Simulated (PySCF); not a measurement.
Molecule: 4-Bromopyridine (Brc1ccncc1, C₅H₄BrN).

Mapped SMILES: `[Br:1][c:2]1[cH:3][cH:4][n:5][cH:6][cH:7]1` (H(Xn): hydrogen on atom n).

Geometry PBE0-D3(BJ)/def2-SVP throughout; GIAO in PySCF 2.14.0 with density-fitted response routines, gas phase, one conformer, non-relativistic; equivalent atoms averaged; basis pcSseg-1.

Q: How do the absolute shieldings σ depend on the functional? (ppm; last column core-seconds on shared hosts with different chips, so compare them loosely)

A: 
| functional | kind | Br1 | C4/C6 | C2 | C3/C7 | N5 | H(C4)/H(C6) | H(C3)/H(C7) | core-s |
| --- | --- | --- | --- | --- | --- | --- | --- | --- | --- |
| PBE | GGA | 1882.1 | 26.6 | 27.4 | 49.0 | -86.8 | 22.68 | 24.01 | 18 |
| OPBE | GGA | 1929.6 | 37.9 | 40.4 | 59.8 | -67.4 | 22.60 | 23.95 | 26 |
| KT3 | GGA | 1926.7 | 39.4 | 41.1 | 60.1 | -61.4 | 23.04 | 24.33 | 26 |
| PBE0 | global hybrid | 1989.0 | 28.2 | 31.1 | 51.6 | -90.8 | 22.63 | 23.92 | 16 |
| WP04 | global hybrid | 1857.9 | 16.5 | 15.2 | 39.7 | -100.9 | 23.24 | 24.50 | 19 |
| B97-2 | global hybrid | 1974.4 | 30.8 | 33.1 | 54.0 | -83.4 | 22.81 | 24.11 | 19 |
| wB97X-D | range-separated hybrid | 2004.1 | 27.0 | 31.2 | 50.9 | -92.4 | 22.73 | 24.01 | 26 |
| LC-wPBE | range-separated hybrid | 2029.4 | 26.5 | 33.0 | 51.3 | -91.9 | 22.58 | 23.82 | 32 |

Q: Which nucleus moves most, in ppm?

A: Br1 (bromine bonded to C): from 1857.9 ppm with WP04 to 2029.4 ppm with LC-wPBE. The smallest spread is 0.66 ppm, at H(C4)/H(C6). Proton shifts span only some 12 ppm, so a few tenths of a ppm matter as much there as several ppm in carbon.

Relativistic effects, spin–orbit coupling among them, are left out; they matter for Br and for the light atoms bonded to it.
